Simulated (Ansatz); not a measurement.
Basis-set series for `[OH][Al]([Cl])[Br]`. Total charge 0; spin multiplicity 1. All single points use the PBE0-D4/def2-TZVP geometry. It is one conformer, not always the lowest.

| functional | basis | functions | energy (Eh) | HOMO (eV) | LUMO (eV) |
| --- | --- | --- | --- | --- | --- |
| PBE0-D4 | def2-SVP | 87 | -3351.57633 | -8.70 | -0.86 |
| PBE0-D4 | def2-TZVPP | 177 | -3352.23223 | -8.83 | -1.07 |
| ωB97M-V | def2-SVP | 87 | -3352.02073 | -10.88 | 0.86 |
| ωB97M-V | def2-TZVPP | 177 | -3352.67410 | -11.05 | 0.62 |

(1) Give the rows for def2-QZVPP. (Estimate.)

Results:

(1) Ansatz gave: 
| functional | basis | functions | energy (Eh) | HOMO (eV) | LUMO (eV) |
| --- | --- | --- | --- | --- | --- |
| PBE0-D4 | def2-QZVPP | 316 | -3352.31060 | -8.86 | -1.22 |
| ωB97M-V | def2-QZVPP | 316 | -3352.74928 | -11.08 | 0.29 |

Positive LUMOs are unbound and depend on the basis. Scalar relativity is left out up to krypton.
